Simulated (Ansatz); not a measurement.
`[SeH][SnH3]` + PH₃ → `P[SeH]` + `[SnH4]` at 700 K and 1 bar (ligand exchange at the Se–Sn bond).

Program: Ansatz. Geometries: PBE0-D4/def2-TZVP. ΔE: electronic, gas phase. CBS: MP2 limit from def2 TZ/QZ plus the TZ coupled-cluster correction, frozen cores. This one scheme is used for every species. def2 core potentials past Kr. For Se, Sn outer-core shells are correlated without core-valence functions, which leaves a few kJ/mol of doubt a bond. Scalar relativity is left out up to krypton.

```json
{"species": "`[SeH][SnH3]`", "CCSD(T)/CBS energy (Eh)": "-2617.13827", "H − E (kJ/mol)": "125.7", "S (J/(mol·K))": "390.7"}
{"species": "PH₃", "CCSD(T)/CBS energy (Eh)": "-342.72256", "H − E (kJ/mol)": "91.5", "S (J/(mol·K))": "248.3"}
{"species": "`P[SeH]`", "CCSD(T)/CBS energy (Eh)": "-2743.44381", "H − E (kJ/mol)": "108.6", "S (J/(mol·K))": "338.4"}
{"species": "`[SnH4]`", "CCSD(T)/CBS energy (Eh)": "-216.39156", "H − E (kJ/mol)": "106.0", "S (J/(mol·K))": "282.9"}
```

H − E and S are ideal-gas, rigid-rotor, harmonic terms from PBE0-D4/def2-TZVP. 1 Eh = 2625.50 kJ/mol, R = 8.31446 J/(mol·K).

**Question.** By hand: ΔE, ΔH, ΔS and ΔG.

**Answer.** ΔE = (-2743.44381) + (-216.39156) − (-2617.13827) − (-342.72256) = 0.02546 Eh = 66.8 kJ/mol. Δ(H − E) = 108.6 + 106.0 − 125.7 − 91.5 = -2.6, so ΔH = 64.2 kJ/mol. ΔS = 338.4 + 282.9 − 390.7 − 248.3 = -17.7 J/(mol·K). ΔG = 64.2 − 700 × (-17.7)/1000 = 76.6 kJ/mol.

**Question.** By hand: the equilibrium constant, and the temperature at which ΔG would vanish if ΔH and ΔS stayed fixed.

**Answer.** log₁₀ K = −ΔG/(RT ln 10) = -5.7. ΔH and −TΔS have one sign here, so there is no such temperature.

ΔH outweighs TΔS. A doubt of 5 kJ/mol in ΔE shifts log₁₀ K by 0.4 here. These are equilibria of isolated gas molecules and say nothing of rates. Largest T1 diagnostic: 0.013 (customary marks: 0.02 for closed shells, 0.045 for open ones).
